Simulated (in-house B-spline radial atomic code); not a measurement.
Configurations of Tm5+, with energies counted from [Kr] 4d10 4f11 5s2 5p5. Level of theory: Dirac-Hartree-Fock, average of configuration, Fermi nucleus of rms radius 5.2256 fm; calculated with an all-electron radial atomic-structure program (B-spline basis). Energies include first-order Breit, QED and recoil terms.

Occupations are held fixed; configurations that lie above the ionisation limit could autoionise.

```
             configuration  E - E(ref) (eV)  highest orbital  its <r> (bohr)
                 [Xe] 4f10          -14.806            4f7/2          0.6742
[Kr] 4d10 4f11 5s2 5p4 5d1           36.822            5d5/2           1.758
[Kr] 4d10 4f10 5s2 5p5 7d1            63.08            7d5/2           5.972
[Kr] 4d10 4f10 5s2 5p5 8d1           68.996            8d5/2           8.774
[Kr] 4d10 4f10 5s2 5p5 9s1           69.527            9s1/2           9.595
[Kr] 4d10 4f11 5s2 5p4 7d1           75.807            7d5/2           6.017
[Kr] 4d10 4f11 5s2 5p4 8s1           76.729            8s1/2           6.781
[Kr] 4d10 4f11 5s2 5p4 9g1           88.835            9g7/2           18.41
 [Kr] 4d9 4f11 5s2 5p5 6s1           214.83            6s1/2           2.518
```

Order these further configurations by energy, lowest first.
A. [Kr] 4d10 4f10 5s2 5p5 6g1
B. [Kr] 4d10 4f11 5s2 5p4 7s1
C. [Kr] 4d9 4f11 5s2 5p5 7g1
D. [Kr] 4d9 4f11 5s2 5p6
E. [Kr] 4d10 4f12 5s2 5p4

E (18.766 eV), B (66.817 eV), A (68.644 eV), D (167.73 eV), C (255.06 eV).

How far above the reference does [Kr] 4d10 4f11 5s2 5p4 5g1 lie?

75.235 eV; its least bound orbital is 5g7/2 with <r> = 4.526 bohr.

How far above the reference does [Kr] 4d10 4f10 5s2 5p5 6s1 lie?

32.094 eV; its least bound orbital is 6s1/2 with <r> = 2.521 bohr.

How far above the reference does [Kr] 4d10 4f10 5s2 5p5 9d1 lie?

72.535 eV; its least bound orbital is 9d5/2 with <r> = 12.07 bohr.

Is the reference the lowest configuration at this level of theory?

No: [Xe] 4f10 lies 14.81 eV lower. Averages of configurations without correlation can order differently from the measured ground levels.
